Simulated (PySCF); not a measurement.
**Static response to an electric field**

3,3,3-trifluoropropylamine, C3H6F3N.
Geometry (PBE0-D3(BJ)/def2-SVP, Å), atoms numbered from 1 in this order:
```
atom  x, y, z in Å
N1     2.1404    0.1261   -0.0197
C2     0.8169    0.2822    0.5335
C3    -0.3243   -0.2474   -0.3388
C4    -1.6887   -0.0509    0.2629
F5    -2.6523   -0.5150   -0.5394
F6    -1.8084   -0.6850    1.4365
F7    -1.9456    1.2446    0.4864
H8     2.2262    0.6184   -0.9063
H9     2.3458   -0.8530   -0.2068
H10    0.7780   -0.2197    1.5140
H11    0.6403    1.3508    0.7370
H12   -0.3265    0.2566   -1.3182
H13   -0.2026   -1.3262   -0.5253
```

Level: CAM-B3LYP/def2-SVPD (PySCF), static field, nuclei fixed, core orbitals frozen in the response. The polarisability tensor in these axes (au):

```
x   55.19  0.53 -0.60
y    0.53 46.04  0.65
z   -0.60  0.65 47.11
```

Q: Give the principal values, the mean and the anisotropy Δα = √{½[(α1 − α2)² + (α2 − α3)² + (α1 − α3)²]}.

A: Principal values 45.68, 47.41 and 55.26 au; mean 49.45 au = 7.33 Å³ = 8.15 × 10⁻⁴⁰ C²·m²/J; Δα = 8.84 au (18 % of the mean).

Q: What is the dipole moment, and where does it point?

A: (1.49, -0.72, -1.71) D, 2.38 D in size, pointing from the negative to the positive side. Measured along this direction, the outermost atoms are F6 and F7 at the negative end and H9 and H8 at the positive end.

Q: Traceless (Buckingham) quadrupole moment about the centre of nuclear charge: eigenvalues?

A: -10.46, 4.18, 6.28 D·Å. The values depend on the origin, since the dipole doesn't vanish. The electronic extent ⟨r²⟩ about the same centre is 855 bohr², a root-mean-square distance of 2.03 Å for the 58 electrons.

Q: In TDDFT the mean static polarisability is Σ f/ω² over all singlet excitations (ω in hartree). How much of it do the 6 lowest give? Their energies (eV) and oscillator strengths: 6.50, 0.0247; 7.84, 0.0127; 7.88, 0.0150; 8.15, 0.0050; 9.18, 0.0002; 9.23, 0.0009.

A: They add up to 0.83 au, 1.7 % of the 49.45 au; the largest single term is 0.43 au, from the state at 6.50 eV. Terms in order: 0.43, 0.15, 0.18, 0.06, 0.00, 0.01 au. Higher excitations give the rest. The strengths listed sum to 0.058.

Q: Orientational against electronic polarisability at 298 K (dilute gas, rigid molecules)?

A: In Gaussian units μ²/3kT = 45.75 Å³ against 7.33 Å³, a ratio of 6.24; the Debye molar polarisation (4π/3)N_A(α + μ²/3kT) is 133.9 cm³/mol, leaving out the vibrational part.

Geometry: PBE0-D3(BJ)/def2-SVP, one conformer, isolated molecule.
